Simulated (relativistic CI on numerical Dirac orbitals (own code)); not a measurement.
## Hyperfine structure of Zn28+, mass number 67

Computed by Dirac-Coulomb-Breit CI, orbitals from a KLI potential per configuration, a model potential for QED, unscaled Slater integrals (own radial code, finite nucleus).

Configuration list: 1s2, 1s 2s, 1s 2p, 1s 3s, 1s 3p, 1s 3d, 1s 4s, 1s 4p, 1s 4d, 1s 4f, 1s 5s, 1s 5p, 1s 5d, 1s 5f, 1s 5g, 1s 6s, 1s 6p, 1s 6d. Levels of other configurations are missing.

Nuclear spin I = 5/2, μ = 0.87485 μN, Q = 0.122 b (tables of Stone and Pyykkö). The electronic factors are computed for point nuclear moments, without core polarisation or the Bohr-Weisskopf and QED corrections.

```tsv
Level	E (10³ cm⁻¹)	A (GHz)	B (GHz)
1s 2s 3S_1	71873.0	1440	-8.8e-05
1s 2p 3P°_1	72174.4	1222	-3.86
1s 2p 3P°_2	72402.9	655.9	12.4
1s 2p 1P°_1	72569.2	-505	9.89
1s 3s 3S_1	85198.3	1331	-8.44e-05
1s 3p 3P°_1	85281.7	1201	-1.1
1s 3p 3P°_2	85349.9	647.1	3.73
1s 3d 3D_2	85389.5	644.3	0.7
```

Levels with J = 0, under 50 % of one LS term, or S terms without an open s electron are left out. Small factors come from cancelling terms and can be off by tens of per cent or more.

At this charge energies of transitions that change n are usually good to better than 1 %, and those within a shell (Δn = 0) to a few per cent.

(1) Give the hyperfine levels of 1s 2s 3S_1 relative to its centre of gravity.

Answers

(1) With K = F(F + 1) − I(I + 1) − J(J + 1), E = AK/2 + B[¾K(K + 1) − I(I + 1)J(J + 1)]/[2I(2I − 1)J(2J − 1)]: F = 3/2: -5040, F = 5/2: -1440, F = 7/2: 3600 GHz.

LS names give the leading component of a level, which can be under half, so a name can repeat, a term be missing and a line seem to break the LS rules.
